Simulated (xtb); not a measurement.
As₄, charge +1, doublet, at a GFN2-xTB geometry (a state made from the parent by changing its charge; the spin is typed, not shown lowest); xtb with GFN1-xTB.

Input for xtb:
```
$ xtb mol.xyz --gfn 1 --chrg 1 --uhf 1 --opt --json

# file mol.xyz
4

As    -0.91408271     0.11757606    -1.17441154
As     0.56448145     1.36964334     0.18453076
As     0.91952912    -1.12533990    -0.34159932
As    -0.56992786    -0.36187950     1.33148010
```

Output, abridged:

```
   ID    Z sym.   atoms
    1   33 As     1-4

           -------------------------------------------------
          |                Calculation Setup                |
           -------------------------------------------------

           -------------------------------------------------
          |                 G F N 1 - x T B                 |
           -------------------------------------------------

          ...................................................
          :                      SETUP                      :
          :.................................................:
          :  # basis functions                  40          :
          :  # atomic orbitals                  36          :
          :  # shells                           12          :
          :  # electrons                        19          :
          :  # halogen bonds                     0          :
          :  max. iterations                   250          :
          :  Hamiltonian                  GFN1-xTB          :
          :  restarted?                      false          :
          :  GBSA solvation                  false          :
          :  PC potential                    false          :
          :  electronic temp.          300.0000000     K    :
          :  accuracy                    1.0000000          :
          :  -> integral cutoff          0.2500000E+02      :
          :  -> integral neglect         0.1000000E-07      :
          :  -> SCF convergence          0.1000000E-05 Eh   :
          :  -> wf. convergence          0.2000000E-04 e    :
          :  Broyden damping             0.4000000          :
          :  net charge                          1          :
          :  unpaired electrons                  1          :
          ...................................................

 iter      E             dE          RMSdq      gap      omega  full diag
   1     -8.9865673 -0.898657E+01  0.107E+00    2.46       0.0  T
   2     -8.9865673 -0.330832E-07  0.642E-01    2.46       1.0  T
   3     -8.9865673 -0.184124E-07  0.106E-03    2.46      47.0  T
   4     -8.9865673  0.827782E-12  0.628E-04    2.46      79.6  T
   5     -8.9865673  0.244542E-09  0.129E-04    2.46     386.9  T
   6     -8.9865673 -0.245560E-09  0.473E-08    2.46  100000.0  T

   *** convergence criteria satisfied after 6 iterations ***

         :::::::::::::::::::::::::::::::::::::::::::::::::::::
         ::                     SUMMARY                     ::
         :::::::::::::::::::::::::::::::::::::::::::::::::::::
         :: total energy              -8.978235451099 Eh    ::
         :: gradient norm              0.008094768430 Eh/a0 ::
         :: HOMO-LUMO gap              2.458953979908 eV    ::
         ::.................................................::
         :: SCC energy                -8.986567317073 Eh    ::
         :: -> electrostatic           0.172004115664 Eh    ::
         :: repulsion energy           0.010961979201 Eh    ::
         :: dispersion energy         -0.002630113227 Eh    ::
         :: halogen bond corr.         0.000000000000 Eh    ::
         :: add. restraining           0.000000000000 Eh    ::
         :: total charge               1.000000000001 e     ::
         :::::::::::::::::::::::::::::::::::::::::::::::::::::

      -----------------------------------------------------------
     |                   =====================                   |
     |                        A N C O P T                        |
     |                   =====================                   |
     |               Approximate Normal Coordinate               |
     |                Rational Function Optimizer                |
      -----------------------------------------------------------
      -----------------------------------------------------------
     |                   =====================                   |
     |                        A N C O P T                        |
[...]
 * total energy  :    -8.9782355 Eh     change       -0.1776357E-14 Eh
 * total energy  :    -8.9772699 Eh     change        0.9655890E-03 Eh
 * total energy  :    -8.9787087 Eh     change       -0.1438851E-02 Eh
 * total energy  :    -8.9786923 Eh     change        0.1636849E-04 Eh
 * total energy  :    -8.9787304 Eh     change       -0.3805527E-04 Eh
 * total energy  :    -8.9787304 Eh     change       -0.2694773E-07 Eh
   *** GEOMETRY OPTIMIZATION CONVERGED AFTER 6 ITERATIONS ***
         :: total energy              -8.978730426710 Eh    ::
[...]
         :: dispersion energy         -0.002630336081 Eh    ::
         :: halogen bond corr.         0.000000000000 Eh    ::
         :: add. restraining           0.000000000000 Eh    ::
         :: total charge               1.000000000001 e     ::
         :::::::::::::::::::::::::::::::::::::::::::::::::::::

           -------------------------------------------------
          |                Property Printout                |
           -------------------------------------------------

    * Orbital Energies and Occupations

         #    Occupation            Energy/Eh            Energy/eV
      -------------------------------------------------------------
         1        2.0000           -1.0568390             -28.7581
         2        2.0000           -0.9906541             -26.9571
         3        2.0000           -0.9906527             -26.9570
         4        2.0000           -0.9634443             -26.2167
         5        2.0000           -0.7120909             -19.3770
         6        2.0000           -0.7063942             -19.2220
         7        2.0000           -0.7055133             -19.1980
         8        2.0000           -0.7055120             -19.1980
         9        2.0000           -0.7003570             -19.0577
        10        1.0000           -0.6555810             -17.8393 (HOMO)
        11                         -0.5741159             -15.6225 (LUMO)
        12                         -0.5741134             -15.6224
        13                         -0.5515263             -15.0078
        14                         -0.4504009             -12.2560
        15                         -0.4503966             -12.2559
        16                         -0.4468425             -12.1592
        17                         -0.3952801             -10.7561
        18                         -0.3952794             -10.7561
        19                         -0.3120324              -8.4908
        20                         -0.3093343              -8.4174
        21                         -0.2904155              -7.9026
       ...                                ...                  ...
        36                          0.8537206              23.2309
      -------------------------------------------------------------
                  HL-Gap            0.0814651 Eh            2.2168 eV
             Fermi-level           -0.6464062 Eh          -17.5896 eV

  Mulliken/CM5 charges         n(s)   n(p)   n(d)
     1As    0.25000  0.25000   1.916  2.767  0.066
     2As    0.25000  0.25000   1.916  2.767  0.066
     3As    0.25000  0.25000   1.916  2.767  0.066
     4As    0.25000  0.25000   1.916  2.767  0.066

Wiberg/Mayer (AO) data.
largest (>0.10) Wiberg bond orders for each atom

 ---------------------------------------------------------------------------
     #   Z sym  total        # sym  WBO       # sym  WBO       # sym  WBO
 ---------------------------------------------------------------------------
     1  33 As   3.050 --     2 As   1.160     3 As   1.160     4 As   0.730
     2  33 As   3.050 --     4 As   1.160     1 As   1.160     3 As   0.730
     3  33 As   3.050 --     4 As   1.160     1 As   1.160     2 As   0.730
     4  33 As   3.050 --     2 As   1.160     3 As   1.160     1 As   0.730
 ---------------------------------------------------------------------------

Topologies differ in total number of bonds
Writing topology from bond orders to xtbtopo.mol

 dipole moment from electron density (au)
     X       Y       Z
  -0.0000  -0.0000   0.0000  total (Debye):    0.000

optimized geometry written to: xtbopt.xyz

           -------------------------------------------------
          | TOTAL ENERGY               -8.978730426710 Eh   |
          | GRADIENT NORM               0.000062507558 Eh/α |
          | HOMO-LUMO GAP               2.216777318645 eV   |
           -------------------------------------------------

normal termination of xtb
```
